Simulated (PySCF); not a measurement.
Vertical excitations of a molecule C2H7BO from TDA-PBE0/def2-SVPD (PySCF 2.14.0), as energy in eV (oscillator strength): 6.29 (0.000), 7.77 (0.012), 8.07 (0.196), 8.19 (0.025), 8.78 (0.022), 8.89 (0.038), 9.22 (0.002), 9.24 (0.006), 9.36 (0.032), 9.38 (0.043). Lowest triplet (TDA): 5.64 eV. Geometry optimised at TPSSh-D3(BJ)/def2-SVP. One conformer was computed; it need not be the lowest.

Q: Pick the molecule that these values belong to.
A) CCBO
B) CBOC
C) CB(C)O
D) BOCC

A: D, BOCC
